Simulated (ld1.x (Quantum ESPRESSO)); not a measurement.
**Pb: variants of one TM potential**

Base potential:

* Element: Pb (Z = 82)
* Generator: ld1.x (Quantum ESPRESSO) 7.5
* Type: norm-conserving Troullier–Martins (Kleinman–Bylander form)
* Functional: PBE
* Relativity: scalar-relativistic
* Frozen core: [Kr] 4d10 4f14 5s2
* Valence charge: 20
* Reference configuration: 5p6 5d10 6s2 6p0 (charge +2)
* Partial waves: 6s (bound): rc 1.50 bohr; 5p (bound): rc 1.70 bohr; 5d (bound): rc 1.10 bohr
* Local potential: all-electron potential smoothed inside 1.65 bohr (lloc = -2)
* Core correction: Bessel-smoothed model core inside 0.50 bohr

All-electron outer shells of the reference configuration (PBE, scalar-relativistic, ld1.x):

| shell | level (eV) | outermost node (bohr) | outermost maximum (bohr) |
| --- | --- | --- | --- |
| 4f | -149.69 | – | 0.35 |
| 5p | -102.61 | 0.49 | 0.88 |
| 5d | -37.85 | 0.52 | 1.07 |
| 6s | -27.44 | 1.01 | 1.93 |
| 6p | -17.17 | 1.18 | 2.41 |

Cutoffs, loose and tight: the cutoffs (Ry, on a coarse ladder) from which the occupation-weighted sum of valence levels, in a spherical-Bessel basis at the reference potential, stays within 10 and 1 mRy of its value at 400 Ry. They do not see the model core or the augmentation charge, which bear on the density cutoff. Test errors are all-electron minus pseudo excitation energies from the reference, over the configurations 5p6 5d10 6s2 6p2; 5p6 5d10 6s2 6p1; 5p6 5d10 6s1 6p0; 5p6 5d10 6s1 6p2; 5p6 5d10 6s2 6p1.5; 5p5 5d10 6s2 6p2; 5p6 5d10 6s0 6p0. A dash means not determined; rows that change the core or the reference have their own tests. The largest error is taken over the tests solved by every variant that gives reliable tests at all: 5p6 5d10 6s0 6p0; 5p6 5d10 6s1 6p0; 5p6 5d10 6s1 6p2; 5p6 5d10 6s2 6p1; 5p6 5d10 6s2 6p1.5; 5p6 5d10 6s2 6p2.

A true bound ghost makes a file unfit for plane-wave use even where its test errors are small: the radial tests pick states by their node count and pass the ghost by. Where a test does run into it, the solver fails or the error is huge.

```tsv
change	outcome	cutoff, loose	cutoff, tight	bound ghosts	largest test error (meV)
base	generated	90 Ry	160 Ry	s	-221
wave 6s (bound): rc 1.50 bohr becomes 6s (bound): rc 1.48 bohr	generated	90 Ry	160 Ry	s	-221
wave 6s (bound): rc 1.50 bohr becomes 6s (bound): rc 1.76 bohr	generated	80 Ry	140 Ry	s	-230
wave 6s (bound): rc 1.50 bohr becomes 6s (bound): rc 1.90 bohr	generated	80 Ry	140 Ry	s	-231
wave 6s (bound): rc 1.50 bohr becomes 6s (bound): rc 2.18 bohr	generated	80 Ry	140 Ry	s	-231
```

What comes out with this change to the base: wave 6s (bound): rc 1.50 bohr becomes 6s (bound): rc 1.28 bohr?

outcome: generated; cutoff, loose: 160 Ry; cutoff, tight: over 300 Ry; bound ghosts: s; largest test error (meV): -329.

What comes out with this change to the base: wave 6s (bound): rc 1.50 bohr becomes 6s (bound): rc 1.06 bohr?

outcome: failed: run_pseudo: Errors in PS-KS equation. Cause: the pseudo-atom solver did not find the valence states with the expected number of nodes, which is the usual sign of a ghost state.

Reading the sweep of the s radius (base included, trends over the rows without a ghost): Bound ghosts are found at 1.28, 1.48, 1.5, 1.76, 1.9, 2.18 bohr. Every judged row has one, so this setting neither creates nor removes them. The generation fails at 1.06 bohr.
